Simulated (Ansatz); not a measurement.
```yaml
crystal:
  periodic: [false, false, false]
  atoms:
    - {symbol: Na, position_ang: [-0.000000, 0.000000, 0.044529]}
    - {symbol: I, position_ang: [0.000000, -0.000000, 2.758591]}
basis:
  gaussian: {orbitals: def2-mTZVPP, fitting: {mean_field: cc-pVTZ-jkfit}}
hamiltonian: {xc: {name: r2SCAN0}}
output: {forces: true}
```

```sh
$ ansatz run in.yaml --threads 2 --pin off --events-out ev --progress --plain --max-ram 32768MiB --backend cpu
```

Shortened log:

```
Functional definition: r2SCAN0
Error: <dir> the basis set cc-pVTZ-JKFIT has no functions for Na
```

It took 0.25 s on 2 threads of an AMD EPYC 7R13 on a shared host, with 0.18 GiB of host memory at the peak.
